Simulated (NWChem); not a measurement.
# C$_{2}$H$_{3}$BO$_{2}$; SMILES C#CB(O)O

```xyz
8

B      0.0000     0.0000    -0.5207
C      0.0000     0.0000     1.0310
C      0.0000     0.0000     2.2478
H      0.0000     0.0000     3.3235
O      0.0000     1.1580    -1.2253
H      0.0000     1.9323    -0.6561
O      0.0000    -1.1580    -1.2253
H      0.0000    -1.9323    -0.6561
```
Atoms are numbered in this order, from 1.

Computed with NWChem. Pople sets run with spherical d functions. The geometry was optimised at PBE0/def2-SVP. GIAO values for the isolated, static molecule; σ is the absolute isotropic shielding, δ = σ(reference) − σ with the isolated reference molecule computed at the same levels (11B: boron trifluoride, 13C: tetramethylsilane, 1H: tetramethylsilane, 17O: water).

For level B3LYP/6-31G*:

```
Property    Value
----------  -----
δ B1 (ppm)   10.1
δ C2 (ppm)   73.4
δ C3 (ppm)   79.2
δ H4 (ppm)   1.93
δ O5 (ppm)  112.3
```

How do the values read with level Hartree-Fock/6-31G* instead?

The δ B1 (ppm) is 12.7. The δ C2 (ppm) is 75.3 and the δ C3 (ppm) is 89.6. The δ H4 (ppm) is 2.73 and the δ O5 (ppm) comes out as 87.3.
